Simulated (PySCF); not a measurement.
Numbering as in the mapped SMILES `[CH3:1][C:2]#[C:3]/[CH:4]=[N:5]/[SiH2:6][C:7]#[N:8]`; H(Xn) means a hydrogen on atom n.

Computational details: coordinates at the PBE0-D3(BJ)/def2-SVP level, σ from GIAO-PBE0/pcSseg-1, in PySCF 2.14.0 with density-fitted response routines (non-relativistic, one averaged value for each set of equivalent atoms, no solvent, one conformer).

Referencing at the same level of theory: 13C, 1H, 29Si vs TMS; 15N vs NH3.

```tsv
atoms	nucleus	count	δ (ppm)
H(Si6)	1H	2	4.98
C7	13C	1	124.2
C3	13C	1	86.6
Si6	29Si	1	?
N8	15N	1	?
H(C1)	1H	3	2.22
C1	13C	1	5.7
C4	13C	1	?
C2	13C	1	106.0
N5	15N	1	391.4
H(C4)	1H	1	8.11
```

Fill in the missing shifts.

## Answers


- C4: 167.7 ppm, C=N carbon
- N8: 371.0 ppm, nitrile nitrogen
- Si6: -56.3 ppm, silicon bonded to C, N, 2 H

Shifts are as computed. Against solution values, carbons near 30 ppm lie about +2 ppm off and those near 130 ppm about +5 ppm. Of 1309 compounds with measured shifts, 239 miss one by over three times the rms of a fit or turn the order of signals round; such compounds aren't used in these exercises. Experimental scales use liquid or dissolved standards, which lie at an offset from isolated NH3 (liquid NH3: subtract about 20 ppm). Unscaled 15N shifts of sp2 nitrogen come out 20 to 40 ppm too high even then.
